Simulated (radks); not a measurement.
Problem. Valence configurations of Te3+ (all share [Kr]). Calculated with a radial shooting solver on a logarithmic mesh with Libxc functionals: scalar-relativistic Kohn-Sham, PBEsol, spin-unpolarised, spherical densities, finite nucleus; Fermi nuclear charge, rms radius 4.7423 fm. Order these by energy: 4d10 5p3; 4d10 5s2 5p1; 4d10 5s1 5p2; 4d8 5s2 5p3; 4d9.5 5s2 5p1.5; 4d9 5s2 5p2.

Solution. From the lowest, in eV above it: 4d10 5s2 5p1 0.000; 4d10 5s1 5p2 11.177; 4d9.5 5s2 5p1.5 20.922; 4d10 5p3 22.455; 4d9 5s2 5p2 43.064; 4d8 5s2 5p3 91.057. NIST lists [Kr] 4d10 5s2 5p1 as the ground configuration; this level of theory agrees among the configurations tried. The energies are those of spherical spin-averaged densities, not of single terms.
